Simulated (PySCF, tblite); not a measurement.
Isomers of C3H10Si3. Level: GFN2-xTB in tblite, geometry and Hessian alike; calculated harmonic values, unscaled, isolated species. This tight-binding method is rough: wavenumbers can miss measured ones by several per cent, in bad cases by 10 to 20. Modes of hydrogen on silicon can be 10 to 20 % off. One conformer each.

Electronic energies: PBE0-D3(BJ)/def2-SVP at its own geometries (PySCF, gas phase).

```csv
SMILES,"electronic energy, lowest = 0 (kcal/mol)"
CC#C[SiH]([SiH3])[SiH3],2.9
[SiH3]C#C[SiH2]C[SiH3],0.0
CC#C[SiH2][SiH2][SiH3],2.4
```

Q: How do GFN2-xTB zero-point energies change the relative energies?

A: 
```json
{"SMILES": "[SiH3]C#C[SiH2]C[SiH3]", "ZPE (kcal/mol)": "62.5", "of it from modes above 1550 cm⁻¹": "37.2", "electronic (kcal/mol)": "0.0", "with ZPE, lowest = 0 (kcal/mol)": "0.0", "lowest mode (cm⁻¹)": "11i", "rings": "0"}
{"SMILES": "CC#C[SiH2][SiH2][SiH3]", "ZPE (kcal/mol)": "64.0", "of it from modes above 1550 cm⁻¹": "38.1", "electronic (kcal/mol)": "2.4", "with ZPE, lowest = 0 (kcal/mol)": "3.9", "lowest mode (cm⁻¹)": "16i", "rings": "0"}
{"SMILES": "CC#C[SiH]([SiH3])[SiH3]", "ZPE (kcal/mol)": "64.0", "of it from modes above 1550 cm⁻¹": "38.3", "electronic (kcal/mol)": "2.9", "with ZPE, lowest = 0 (kcal/mol)": "4.3", "lowest mode (cm⁻¹)": "22", "rings": "0"}
```

The zero-point energies span 1.5 kcal/mol, from `[SiH3]C#C[SiH2]C[SiH3]` to `CC#C[SiH2][SiH2][SiH3]`. Slightly imaginary modes are left out of the zero-point energy: `[SiH3]C#C[SiH2]C[SiH3]` 11.3i cm⁻¹ and `CC#C[SiH2][SiH2][SiH3]` 15.5i cm⁻¹. The order is unchanged.

Q: And how do the electronic energies of GFN2-xTB itself compare?

A: `[SiH3]C#C[SiH2]C[SiH3]` 0.0; `CC#C[SiH2][SiH2][SiH3]` 7.9; `CC#C[SiH]([SiH3])[SiH3]` 7.4 kcal/mol, lowest = 0. Against the energies above, taken from the same isomer `[SiH3]C#C[SiH2]C[SiH3]`, the largest difference is 5.5 kcal/mol. The two levels were optimised apart and needn't hold the same conformer.
